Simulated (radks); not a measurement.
Isoelectronic series with 7 electrons, all held in the configuration [He] 2s2 2p3, which need not be the ground one along the series. Calculated with a radial shooting solver on a logarithmic mesh with Libxc functionals: Dirac Kohn-Sham, PBE, spin-unpolarised, spherical densities, point nucleus; open shells are shared between the two j in proportion to 2j + 1. Total energies (hartree) and mean radii <r> (bohr):

ion    E (hartree)   2p3/2   2p1/2   2s1/2    1s1/2
N        -54.45304   1.485   1.483   1.320   0.2297
O+       -74.39802   1.110   1.109   1.084   0.1995
F2+      -97.62121  0.8968  0.8954  0.9179   0.1762
Ne3+    -124.11946  0.7549  0.7536  0.7953   0.1577
Mg5+    -186.94735  0.5758  0.5744  0.6274   0.1303
Al6+    -223.28421  0.5152  0.5137  0.5674   0.1199
Si7+    -262.90949  0.4663  0.4648  0.5179   0.1110
P8+     -305.82904  0.4260  0.4244  0.4763   0.1033
S9+     -352.04936  0.3922  0.3904  0.4408  0.09659
Cl10+   -401.57756  0.3633  0.3615  0.4102  0.09068
Ar11+   -454.42137  0.3385  0.3366  0.3835  0.08545
K12+    -510.58909  0.3168  0.3148  0.3601  0.08078
Ca13+   -570.08961  0.2977  0.2957  0.3393  0.07658
Sc14+   -632.93238  0.2809  0.2787  0.3207  0.07279
Ti15+   -699.12747  0.2658  0.2635  0.3041  0.06935
V16+    -768.68551  0.2523  0.2499  0.2890  0.06621
Cr17+   -841.61774  0.2400  0.2376  0.2754  0.06334
Mn18+   -917.93597  0.2289  0.2264  0.2629  0.06070

Estimate the row of Fe19+.

Answer. E (hartree) -997.65266; 2p3/2 0.2188; 2p1/2 0.2162; 2s1/2 0.2515; 1s1/2 0.05826.
